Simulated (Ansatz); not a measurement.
# CoO (charge +1): shapes and states compared

Calculated in Ansatz's Gaussian-basis code. Basis cc-pwCVTZ-DK on Co, cc-pVTZ-DK on O, scalar X2C without spin–orbit coupling, 6 orbitals frozen in the corrections; active space CAS(14,10), shells under the valence barred from it. Restricted Hartree–Fock, then the lowest state-specific CASSCF solution met for each case. Coupled cluster stands on the determinant that it favours, not always the lowest RHF. Single-reference values can break down or jump between states where bonds are stretched. Solutions in different active orbitals can move differences by tenths of an eV and at times more than 1 eV.

Case A, quintet: bond length 1.6290 Å.

Case B, triplet: the shape of A.

Energy less that of case A, in eV:

```tsv
case	RHF/ROHF	CASSCF	CCSD(T)
B	+2.357	+0.741	+1.160
```

Task: What does SC-NEVPT2 give for these differences?

Result: B: +1.015 eV (23.4 kcal/mol).

Task: Which case is lowest, and do the methods agree?

Result: A is lowest in SC-NEVPT2. Of the methods shown, RHF/ROHF, CASSCF, CCSD(T) agree.
